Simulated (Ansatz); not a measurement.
Species: [Hf(F)(H)3] (charge 0, multiplicity 1).

Problem. Give a relaxed geometry from Ansatz (an electronic-structure program) with PBE-D3(BJ)/def2-SVP.

Solution. the end point of this relaxation.
Cartesian coordinates (Å) in one orientation:
```xyz
5

Hf    -0.013     0.005     0.004
F     -1.710     0.664     0.529
H      1.221     0.414     1.328
H     -0.130    -1.834    -0.216
H      0.471     0.813    -1.595
```
